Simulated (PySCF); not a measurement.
C₃H₅ClOSi, SMILES C#CC[Si@@H](O)Cl.

Geometry: PBE0-D3(BJ)/def2-SVP. The structure was generated by enumeration; whether it is a known compound was not checked. Other conformers were not sampled.

Two levels are set side by side: PBE/def2-TZVP (PySCF) and PBE0/def2-TZVP (PySCF). Same geometry, gas phase. Differences are taken from unrounded values.

| quantity | PBE0 | PBE | PBE minus PBE0 |
|---|---|---|---|
| orbital gap (eV) | 7.89 | 5.76 | -2.13 |
| highest occupied level (eV) | -7.56 | -6.35 | 1.21 |
| lowest empty level (eV) | 0.33 | -0.59 | -0.92 |
| dipole moment (D) | 1.69 | 1.70 | 0.01 |
| mean polarisability (bohr³) | 70.9 | 73.6 | 2.7 |

PBE's occupied levels lie high since its potential decays too fast outside the molecule; exact exchange lowers them and widens the gap. Loosely held outer electrons make PBE densities more polarisable. Differences between two approximate levels are no errors against the true value.

Rough cost on one machine, each run with all the roots and properties that it gave: PBE0 against PBE within a factor of 2.
